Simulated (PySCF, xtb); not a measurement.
ZrO₂, SMILES [O]=[Zr]=[O], multiplicity 1.

Harmonic wavenumbers (cm⁻¹) from GFN2-xTB in xtb at its own minimum, in rising order: 241, 728, 755.

**Question.** What does B3LYP-D3(BJ)/def2-TZVP in PySCF 2.14.0 give at its own minimum? (The exact figures need the calculation; the answer reports its results.)

**Answer.** 303, 866, 936. Paired by order, the mean absolute difference is 127 cm⁻¹ and the zero-point energies are 2.5 and 3.0 kcal/mol.
